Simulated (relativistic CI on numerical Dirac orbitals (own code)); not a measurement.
## Ce⁵⁺: sensitivity of the levels to the model

Base calculation: Dirac-Coulomb-Breit CI, orbitals from a KLI potential per configuration, model QED, valence Slater integrals scaled by 0.85, P86 correlation energy added to each configuration.

CI space (outside the closed core [Kr] 4d10): 5s2 5p5, 5s 5p6, 5s2 5p4 4f, 5s2 5p4 5d, 5s 5p5 5d, 5s2 5p3 4f 5d, 5s2 5p4 5f, 5s 5p5 4f, 5s2 5p4 5g, 5s2 5p4 6s, 5s 5p4 4f2, 5s2 5p4 6p, 5s 5p5 5f. Double excitations out of closed p, d and f shells are left out; levels of such configurations are missing from the list, as are those of other unlisted configurations, and high levels can miss mixing partners.

The lowest level and the first level of each name with at least 55 % of one term (blank where a level has no safe partner in the second run):

```
              Level  Base (cm⁻¹)  Shift (cm⁻¹)
    5s2 5p5 2P°_3/2          0.0           0.0
    5s2 5p5 2P°_1/2      25960.8        +367.6
 5s2 5p4 4f 4F°_5/2      97432.8       -2635.6
 5s2 5p4 4f 4F°_7/2      97479.0       -2676.5
 5s2 5p4 4f 4F°_9/2      99156.7       -2740.2
 5s2 5p4 4f 4F°_3/2      99900.9       -2636.9
5s2 5p4 4f 4G°_11/2     105722.2       -3093.6
 5s2 5p4 4f 4D°_1/2     106076.9       -2710.0
 5s2 5p4 4f 2F°_5/2     110082.1       -2569.5
 5s2 5p4 4f 4G°_5/2     119328.5       -2973.6
 5s2 5p4 4f 2P°_1/2     132611.9       -2570.5
 5s2 5p4 4f 2H°_9/2     132850.2       -3030.2
 5s2 5p4 4f 2D°_5/2     132902.1       -2655.0
 5s2 5p4 4f 2P°_3/2     133199.3       -2514.9
5s2 5p4 4f 2H°_11/2     134371.2       -3037.9
      5s 5p6 2S_1/2     164117.8      +33388.8
  5s2 5p4 5d 4D_5/2     190536.0              
  5s2 5p4 5d 4D_3/2     191142.5              
  5s2 5p4 5d 4D_7/2     191955.5              
  5s2 5p4 5d 4F_9/2     198540.0              
  5s2 5p4 5d 4P_1/2     210972.3              
  5s2 5p4 5d 4F_5/2     214626.0
```

At this charge configurations can still be misplaced by up to about 7 % of their energy. Levels and lines within the n = 5 or 6 shells can be off by up to 10 % or somewhat more, and those that change n by about 2 %, since core polarisation is missing. 1 of the 1 excited levels that our extract of the measured tables holds in this range could be paired (the sources list more); they are missed by 3702 cm⁻¹ on average and 3702 at most, and levels without a partner can miss by more. Some levels of the ground configuration have no partner and can miss by 10 % or more. Levels that differ in their count of f electrons can be misplaced by several ten thousand cm⁻¹, since the correlation energy of f electrons is missing or only estimated; rates across such gaps can be off by orders of magnitude.

One thing was changed in a second run, which moved the levels as shown. Which?
A. Slater integrals left unscaled
B. no correlation estimate
C. Breit term removed
D. QED terms removed
E. only the first 3 configurations

E. Only the first 3 configurations. With fewer configurations the levels that remain lose their mixing partners.

LS names give the leading component of a level, which can be under half, so a name can repeat, a term be missing and a line seem to break the LS rules.
